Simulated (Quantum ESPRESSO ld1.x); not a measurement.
Question: All-electron atom: Er3+ in [Xe] 4f10 6p1 (not the ground configuration). Method: Dirac Kohn-Sham, PBE, spin-unpolarised, spherical densities, point nucleus; open shells fill j = l - 1/2 first; computed with ld1.x of Quantum ESPRESSO 7.5. Some entries of the table are withheld. Estimate them.

| orbital | occ. | eigenvalue (eV) | <1/r> (bohr^-1) | r(max) (bohr) |
|---|---|---|---|---|
| 1s1/2 | 2 | -57353.5 | (1) | 0.01285 |
| 2s1/2 | 2 | -9667.77 | 18.66 | 0.07341 |
| 2p1/2 | 2 | -9209.37 | (2) | 0.05513 |
| 2p3/2 | 4 | -8292.56 | (3) | 0.06135 |
| 3s1/2 | 2 | -2203.15 | 6.827 | 0.2074 |
| 3p1/2 | 2 | -2002.24 | 6.741 | 0.1950 |
| 3p3/2 | 4 | -1809.73 | 6.109 | 0.2080 |
| 3d3/2 | 4 | -1466.47 | 5.994 | 0.1643 |
| 3d5/2 | 6 | -1424.42 | 5.839 | 0.1679 |
| 4s1/2 | 2 | (4) | 2.862 | 0.4739 |
| 4p1/2 | 2 | -391.539 | 2.753 | 0.4761 |
| 4p3/2 | 4 | -347.927 | 2.536 | 0.5035 |
| 4d3/2 | 4 | (5) | 2.320 | 0.5058 |
| 4d5/2 | 6 | (6) | 2.266 | 0.5146 |
| 5s1/2 | 2 | -90.2242 | (7) | 1.092 |
| 5p1/2 | 2 | -67.1389 | 0.9950 | 1.178 |
| 5p3/2 | 4 | -60.7728 | 0.9225 | 1.254 |
| 4f5/2 | 6 | -47.6643 | 1.770 | 0.4988 |
| 4f7/2 | 4 | -46.4382 | 1.748 | 0.5037 |
| 6p1/2 | 1 | -21.1598 | 0.3903 | 3.026 |
| 6p3/2 | 0 | -20.0921 | 0.3713 | 3.189 |

Answer: 
(1) 1s1/2 <1/r> (bohr^-1): 77.59
(2) 2p1/2 <1/r> (bohr^-1): 18.62
(3) 2p3/2 <1/r> (bohr^-1): 16.15
(4) 4s1/2 eigenvalue (eV): -471.884
(5) 4d3/2 eigenvalue (eV): -215.663
(6) 4d5/2 eigenvalue (eV): -207.683
(7) 5s1/2 <1/r> (bohr^-1): 1.110
